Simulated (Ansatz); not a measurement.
Reaction (formal exchange of groups at the Si–C bond): `C=C(S)[SiH2][SiH3]` + `C=CBCl` → `C=CB[SiH2][SiH3]` + `C=C(S)Cl`

Isolated molecules relaxed with PBE0-D4/def2-TZVP in Ansatz; ΔE leaves out vibrations. CBS: MP2 limit from def2 TZ/QZ plus the TZ coupled-cluster correction, frozen cores. Functionals use def2-TZVPP. One conformer a species, not always the lowest.

| species | PBE0-D4 energy (Eh) |
| --- | --- |
| `C=C(S)[SiH2][SiH3]` | -1057.75671 |
| `C=CBCl` | -563.44931 |
| `C=CB[SiH2][SiH3]` | -685.08617 |
| `C=C(S)Cl` | -936.05603 |

**Question.** Work out ΔE.

**Answer.** ΔE = (-685.08617) + (-936.05603) − (-1057.75671) − (-563.44931) = 0.06382 Eh = +167.6 kJ/mol. CCSD(T)/CBS gives +175.4 kJ/mol.

Largest T1 diagnostic among the species: 0.013.

The D4 term adds +3.9 kJ/mol with B3LYP and +2.3 kJ/mol with PBE0; it sums over pairs of atoms, weighted by their polarisabilities, and B3LYP, whose exchange is more repulsive, gets the larger term. From PBE to PBE0 (25 % exact exchange), in def2-TZVPP and without D4, ΔE moves by +7.1 kJ/mol.

B3LYP here is the variant with VWN-RPA as its local correlation; programs differ in this.
